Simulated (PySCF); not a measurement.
C6H15Al (SMILES C[CH2][Al]([CH2]C)[CH2]C), singlet, geometry from GFN2-xTB (such geometries of metal compounds can be far from the true shape).

The PySCF input:
```python
from pyscf import gto, scf, dft

mol = gto.M(
    atom='''
Al    0.23254875   -0.09127216    0.17781867
C     1.60822037    0.29411525   -1.23879162
C     1.28366688    1.38923772   -2.26742086
H     1.87585448   -0.62020127   -1.79032132
H     2.53321401    0.57609625   -0.70786354
H     1.06813100    2.33432054   -1.77027088
H     0.41262384    1.11732709   -2.85999573
H     2.11890541    1.54863674   -2.95129636
C    -1.76368020   -0.03452995   -0.07842335
C    -2.25206622    0.36624641   -1.47916509
H    -2.21743853    0.64744823    0.65749449
H    -2.18599895   -1.02150165    0.16760771
H    -1.84026666   -0.30078311   -2.23581630
H    -1.93818296    1.38058695   -1.72020746
H    -3.34027682    0.32383459   -1.54743145
C     0.94484373   -0.58959003    1.99107131
C    -0.08642383   -1.31826703    2.86693314
H     1.30181723    0.29398901    2.54049732
H     1.83528786   -1.22749113    1.88612950
H    -0.38163133   -2.26093079    2.40736096
H    -0.98435636   -0.71320404    2.98806130
H     0.31181976   -1.53486371    3.85918757
''',
    basis='3-21g',
    verbose=5,
)

mf = dft.RKS(mol)
mf.xc = 'bhandhlyp'
mf = mf.density_fit(auxbasis='def2-universal-jkfit')
mf.kernel()
mf.analyze()
```

Question: Predict the nuclear repulsion energy from DF-BHANDHLYP/3-21G run with PySCF.

Answer: 352.2995 Eh

Question: What HOMO-LUMO gap does DF-BHANDHLYP/3-21G give?

Answer: 8.15 eV

Question: Predict the dipole moment from DF-BHANDHLYP/3-21G.

Answer: 0.08 D

Question: Predict the HOMO energy from DF-BHANDHLYP/3-21G.

Answer: -7.86 eV

Question: What is the computed number of basis functions (DF-BHANDHLYP/3-21G)?

Answer: 97

Question: Roughly what does it cost on one core?

Answer: very roughly 18 core-seconds.
